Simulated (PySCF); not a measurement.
Z-matrix (Å, degrees):
```
Zr
N 1 2.0218
H 2 1.0284 1 129.69
H 2 1.0315 3 107.85 1 -177.44
N 1 2.0221 2 112.94 3 25.24
H 5 1.0289 1 127.91 2 -32.25
H 5 1.0311 6 107.88 1 177.60
H 1 1.8763 2 102.33 3 -84.55
H 1 1.8919 8 109.26 2 120.53
```
Charge 0, multiplicity 1.

Problem. Predict the LUMO, HOMO and HOMO–LUMO gap from TPSSh-D3(BJ)/def2-TZVP // BP86-D3(BJ)/def2-SVP (PySCF).

Solution. 
```yaml
LUMO: -1.66 eV
HOMO: -6.78 eV
HOMO–LUMO gap: 5.11 eV
```
